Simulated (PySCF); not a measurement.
# Excitation energy of Ag by level of theory

Ag [Kr] 4d10 5s1 (2S) → Ag [Kr] 4d9 5s2 (2D), as a difference of total energies. Calculation: PySCF 2.14, in x2c-TZVPPall; scalar relativity by spin-free X2C-1e. Correlated levels: valence: [Kr] frozen. The calculations carry no spin-orbit coupling.

```csv
method,excitation energy (cm⁻¹),error (cm⁻¹)
UHF,29781,-2250
MP2 (valence),34671,+2640
SCS-MP2 (valence),33117,+1086
CCSD (valence),32089,+58
CCSD(T) (valence),32143,+112
```

Reference: 32031 cm⁻¹ (measured; NIST levels, between the centres of gravity of the two terms).

Errors of the correlated levels include the incompleteness of this basis and the frozen core.
